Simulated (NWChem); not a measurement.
Correlation energy of formamidinium (CH5N2 (+1))

```
C
N 1 1.3077
N 1 1.3077 2 125.83
H 2 1.0159 1 119.96 3 180.00
H 3 1.0159 1 119.96 2 180.00
H 2 1.0175 4 116.85 1 180.00
H 3 1.0175 5 116.85 1 180.00
H 1 1.0959 2 117.09 4 0.00
```
Charge +1, spin multiplicity 1.

Program: NWChem. The geometry was optimised at PBE0/def2-SVP, a minimum by its harmonic frequencies. It is one conformer; others weren't searched.

Basis set: cc-pVDZ. Each correlation energy counts from its own Hartree-Fock reference.

```tsv
method	correlation energy (mHa)	difference from CCSD(T)
RI-MP2	-460.5	+44.5
MP2	-460.6	+44.4
SCS-MP2	-454.3	+50.7
CR-CCSD[T]	-502.4	+2.6
CR-CCSD(T)	-501.8	+3.2
CCSD	-490.4	+14.6
CCSD+T(CCSD)	-505.8	-0.8
CCSD(T)	-505.0	0.0
```

The values span 51.5 mHa, from CCSD+T(CCSD) (lowest) to SCS-MP2 (highest). 

The correlated methods keep 3 core orbitals frozen. No row is a measurement; the coupled-cluster row has its own basis-set and correlation limits.
